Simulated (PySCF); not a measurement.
**C (carbon, neutral): UHF calculation**

Configuration: [He] 2s2 2p2, high-spin 3P determinant. Calculation: PySCF 2.14, in dyall-av3z (15s9p3d2f, 71 functions); the non-relativistic Hamiltonian (point nucleus).

| Property | Result |
| --- | --- |
| Total energy | -37.693634 hartree |
| One-electron energy | -50.4503 hartree |
| Hartree (Coulomb) energy | 17.8333 hartree |
| Exchange energy | -5.0766 hartree |
| Kinetic energy | 37.69328 hartree |
| ⟨S²⟩ | 2.0104 |
| ⟨L²⟩ | 2.018 |
| Sum of ⟨r⟩ | 7.137 bohr |
| Sum of ⟨r²⟩ | 13.76 bohr² |
| Traceless quadrupole moment −½Σ⟨3z² − r²⟩ along its main axis | 1.48 e·bohr² |
| Density at the nucleus (Gaussians lack the cusp) | 126 bohr⁻³ |
| Spin density at the nucleus | 0.0794 bohr⁻³ |
| Langevin diamagnetic susceptibility | -10.9 ×10⁻⁶ cm³/mol |

| shell | electrons | mean orbital energy (hartree) | rms radius, mean of both spins (bohr) |
| --- | --- | --- | --- |
| 1s α | 1 | -11.34559 | 0.312 |
| 1s β | 1 | -11.30058 | 0.312 |
| 2s α | 1 | -0.82921 | 1.76 |
| 2s β | 1 | -0.58345 | 1.76 |
| 2p α | 2 | -0.43905 | 1.92 |

Spin-orbit constants ζ (cm⁻¹) from the X2C one-electron operator on these orbitals (non-relativistic here): bare nucleus, nucleus screened by l(l+1)(2l+1)/3 electrons, and screened by the Breit-Pauli mean field of the electrons.

| shell | bare | screened nucleus | mean field |
| --- | --- | --- | --- |
| 2p | 59.79 | 39.86 | 31.77 |

To first order the Landé constant is A = 15.88 cm⁻¹, so the lowest level has J = 0 and lies 0.00394 eV below the centre of the term. This holds in LS coupling only.
